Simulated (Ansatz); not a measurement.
Job for Ansatz (a quantum-chemistry and plane-wave program): R-r2SCAN/def2-TZVPP on CH6OSi (SMILES CO[SiH3]).

Ansatz 0.2 input:
```yaml
crystal:
  periodic: [false, false, false]
  atoms:
    - {symbol: C, position_ang: [1.34137554, -0.25450789, -0.15915833]}
    - {symbol: O, position_ang: [0.25096116, -0.11546609, 0.73715549]}
    - {symbol: Si, position_ang: [-1.28138614, 0.23433453, 0.25019942]}
    - {symbol: H, position_ang: [2.23389148, -0.47531572, 0.42567838]}
    - {symbol: H, position_ang: [1.17340936, -1.07403401, -0.86550973]}
    - {symbol: H, position_ang: [1.51201594, 0.66755419, -0.72443946]}
    - {symbol: H, position_ang: [-1.32658741, 1.53596781, -0.46478181]}
    - {symbol: H, position_ang: [-2.10643127, 0.29186349, 1.47256904]}
    - {symbol: H, position_ang: [-1.79724868, -0.81039634, -0.67171298]}
basis:
  gaussian:
    orbitals: def2-TZVPP
hamiltonian:
  xc: {name: r2SCAN}
scf: {lower_state_search: off}
```

Program output:

```
WARN ansatz: RAYON_NUM_THREADS=2 ignored (pool sized by the plan → 2); use --threads N
Functional definition: r2SCAN
these checks for a lower state are left out or cut short: stability, starts, cluster_reference, orbital_swaps, neighbouring_geometries, increment
integrals: 0.09 GiB planned
973 factors; their error is unknown
mean field: 0.71 GiB planned
mean field evaluation 1: about -11053.2374 eV, gradient 5.5e1 eV
mean field evaluation 2: about -11039.0706 eV, gradient 1.0e2 eV
mean field evaluation 4: about -11059.0428 eV, gradient 6.0e0 eV
mean field evaluation 8: about -11059.1150 eV, gradient 6.4e-2 eV
mean field evaluation 16: about -11059.0859 eV, gradient 2.8e-5 eV
mean field -11059.08585062 eV, -406.4139088925 hartree, gradient 3.6e-6 eV, S^2 0.000000; 0 other end points of the search recorded, 0 dependent functions left out
reference -11059.08586311 eV, -406.4139093518 hartree; 17, 17 occupied and 171, 171 virtual orbitals, 973 factors
Total energy: -11059.08586311 eV, -406.4139093518 hartree
Checks for a lower state left out: stability, starts, cluster_reference, orbital_swaps, neighbouring_geometries, increment
```

The run converged.

Cost: around 3 core-seconds (rough).
